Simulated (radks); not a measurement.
Coherent X-ray form factor from a spherical all-electron density. Method: Dirac Kohn-Sham, LDA (Slater exchange, Perdew-Wang correlation), spin-unpolarised, spherical densities, point nucleus; computed with a radial shooting solver on a logarithmic mesh with Libxc functionals.

| sin(theta)/lambda (1/angstrom) | f0 (electrons) |
|---|---|
| 0.05 | 55.220 |
| 0.1 | 53.075 |
| 0.15 | 50.043 |
| 0.2 | 46.661 |
| 0.25 | 43.341 |
| 0.3 | 40.305 |
| 0.4 | 35.238 |
| 0.5 | 31.190 |
| 0.6 | 27.781 |
| 0.8 | 22.439 |
| 1 | 18.870 |
| 1.25 | 15.983 |
| 1.5 | 13.749 |
| 2 | 9.849 |

The species is in the configuration that NIST lists as its ground one. Which atom or ion scatters so?

Answer. The cerium ion Ce2+, [Xe] 4f2. Extrapolating in s^2 from the first two rows gives f0(0) = 55.9, near the electron count 56; among species with that count, the fall with angle is slower the higher Z, and the table is that of Z = 58; from so few rows the species is fixed only to a neighbour or two.
